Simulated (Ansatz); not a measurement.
The cluster Mg₃Si. Charge 0, multiplicity 5. Geometry r2SCAN-D4/def2-TZVP; atoms count from 1.

Cartesian coordinates in Å:
```
Mg 0.1912 2.3767 0.1429
Mg -0.3162 -2.3574 0.2206
Mg 0.5465 -0.0840 -1.5607
Si -0.4215 0.0648 1.1971
```

At PBE0-D4/def2-TZVP a triplet of charge 0 lies 0.69 eV below the quintet, each at its own geometry. The structure comes from a short search, and lower isomers may exist.

Question: Estimate the Mulliken populations from the PBE0/def2-TZVP orbitals of Ansatz.

Answer: 
```tsv
atom	charge (e)	spin (α − β)
Mg1	0.14	0.78
Mg2	0.14	0.78
Mg3	0.19	0.66
Si4	-0.47	1.79
```
Mulliken values depend strongly on the basis.

Question: Where does the spin sit?

Answer: Summed by element: Mg 2.21, Si 1.79, of 4 unpaired in all. Largest on single atoms: Si4 1.79, Mg2 0.78, Mg1 0.78.

Question: And the Mayer bond orders between heavy atoms (over 0.3)?

Answer: Mg1–Mg3 0.45 (3.01 Å); Mg1–Si4 0.82 (2.61 Å); Mg2–Mg3 0.45 (3.01 Å); Mg2–Si4 0.82 (2.61 Å); Mg3–Si4 0.51 (2.93 Å).
